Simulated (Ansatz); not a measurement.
bromine monochloride cation (BrCl), SMILES ClBr (connectivity only; charge and spin as stated), charge +1, multiplicity 2.

Geometry: PBE0-D3(BJ)/def2-TZVP. The spin state was assumed, not searched.

Two levels are set side by side: PBE/def2-TZVPD (Ansatz, an electronic-structure program) and PBE0/def2-TZVPD (Ansatz). Energy differences of separate SCF runs at the same geometry; the states with an electron removed or added have multiplicity 3 and 1. Differences are taken from unrounded values.

| quantity | PBE0 | PBE | PBE minus PBE0 |
|---|---|---|---|
| vertical ionisation energy (eV) | 18.52 | 18.26 | -0.26 |
| vertical electron affinity (eV) | 10.78 | 10.55 | -0.23 |
